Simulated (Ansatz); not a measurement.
GeH₈OSi₂ (`[OH][GeH]([SiH3])[SiH3]`), charge 0, multiplicity 1.

(1) Give a relaxed structure at PBE0-D4/def2-TZVP (Ansatz 0.2.0). (Estimate.)

Results:

(1) Computed: 
```xyz
12

O     0.952   -1.749   -0.835
Ge    0.043   -0.203   -0.704
Si   -1.924   -0.779    0.510
Si    1.410    1.430    0.387
H     1.733   -1.666   -1.386
H    -0.305    0.287   -2.133
H    -2.758    0.443    0.668
H    -1.551   -1.286    1.856
H    -2.705   -1.814   -0.215
H     2.706    1.572   -0.332
H     1.681    1.017    1.788
H     0.719    2.748    0.395
```
This is one stationary point; other conformers may exist.
